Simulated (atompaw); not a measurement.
# What the settings do to the PAW (atompaw) potential of Ru (Z = 44)

Base potential:

```json
{"Element": "ruthenium", "Generator": "atompaw 4.2.0.5", "Type": "PAW", "Functional": "PBE", "Relativity": "scalar-relativistic", "Frozen core": "[Ar] 3d10", "Valence charge": "16", "Reference configuration": "4s2 4p6 4d7 5s1 5p0", "Partial waves": "4s (bound): rc 1.65 bohr; 5s (bound): rc 2.30 bohr; 4p (bound): rc 1.30 bohr; 5p (bound, empty): rc 2.30 bohr; 4d (bound): rc 1.30 bohr; 4d channel at 2.45 Ry: rc 2.30 bohr", "Local potential": "troulliermartins scheme with l = 3 at 1 Ry, radius 2.20 bohr", "Core correction": "smooth core density matched at 1.55 bohr", "Augmentation charge": "sinc compensation charge, radius 2.30 bohr; PAW radius 2.30 bohr; waves and projectors: custom polynom2 7 10 vanderbiltortho"}
```

All-electron outer shells of the reference configuration (PBE, scalar-relativistic, ld1.x):

```
shell  level (eV)  outermost node (bohr)  outermost maximum (bohr)
   3p     -447.22                   0.16                      0.36
   3d     -273.12                      –                      0.30
   4s      -76.37                   0.48                      0.92
   4p      -46.42                   0.49                      0.98
   4d       -5.20                   0.48                      1.21
   5s       -4.24                   1.24                      2.73
   5p       -0.91                   1.41                      3.97
```

Cutoffs, loose and tight: the cutoffs (Ry, on a coarse ladder) from which the occupation-weighted sum of valence levels, in a spherical-Bessel basis at the reference potential, stays within 10 and 1 mRy of its value at 400 Ry. They see the waves, projectors and local potential, not the compensation charge or the core. A dash means not determined.

| change | outcome | cutoff, loose | cutoff, tight | bound ghosts |
| --- | --- | --- | --- | --- |
| base | generated | 300 Ry | over 300 Ry | none |
| all radii scaled by about 0.78 (s 1.28, p 1.02, d 1.02 bohr); local potential troulliermartins scheme with l = 3 at 1 Ry, radius 1.72 bohr; augmentation sinc compensation charge, radius 1.80 bohr; PAW radius 1.80 bohr; waves and projectors: custom polynom2 7 10 vanderbiltortho; core correction smooth core density matched at 1.20 bohr | failed: atompaw: The overlap operator has at least one negative eigenvalue! | – | – | – |
| all radii scaled by about 0.85 (s 1.40, p 1.10, d 1.10 bohr); local potential troulliermartins scheme with l = 3 at 1 Ry, radius 1.86 bohr; augmentation sinc compensation charge, radius 1.94 bohr; PAW radius 1.94 bohr; waves and projectors: custom polynom2 7 10 vanderbiltortho; core correction smooth core density matched at 1.32 bohr | failed: atompaw: The overlap operator has at least one negative eigenvalue! | – | – | – |
| all radii scaled by about 1.19 (s 1.96, p 1.54, d 1.54 bohr); local potential troulliermartins scheme with l = 3 at 1 Ry, radius 2.60 bohr; augmentation sinc compensation charge, radius 2.72 bohr; PAW radius 2.72 bohr; waves and projectors: custom polynom2 7 10 vanderbiltortho; core correction smooth core density matched at 1.84 bohr | generated | 140 Ry | 300 Ry | none |
| all radii scaled by about 1.28 (s 2.10, p 1.66, d 1.66 bohr); local potential troulliermartins scheme with l = 3 at 1 Ry, radius 2.80 bohr; augmentation sinc compensation charge, radius 2.92 bohr; PAW radius 2.92 bohr; waves and projectors: custom polynom2 7 10 vanderbiltortho; core correction smooth core density matched at 1.96 bohr | generated | 40 Ry | 200 Ry | none |

Task: What comes out with this change to the base: all radii scaled by about 1.06 (s 1.76, p 1.38, d 1.38 bohr); local potential troulliermartins scheme with l = 3 at 1 Ry, radius 2.36 bohr; augmentation sinc compensation charge, radius 2.46 bohr; PAW radius 2.46 bohr; waves and projectors: custom polynom2 7 10 vanderbiltortho; core correction smooth core density matched at 1.66 bohr?

Result: outcome: generated; cutoff, loose: 230 Ry; cutoff, tight: over 300 Ry; bound ghosts: none.

Reading the sweep of the scale of all radii (base = 1) (base included, trends over the rows without a ghost): The loose cutoff falls from 300 Ry at 1 to 40 Ry at 1.28. A larger radius leaves more room for a smooth pseudo-wave, so fewer plane waves are needed; a smaller one forces it to follow the all-electron wave where it bends sharply. The generation fails at 0.78, 0.85.
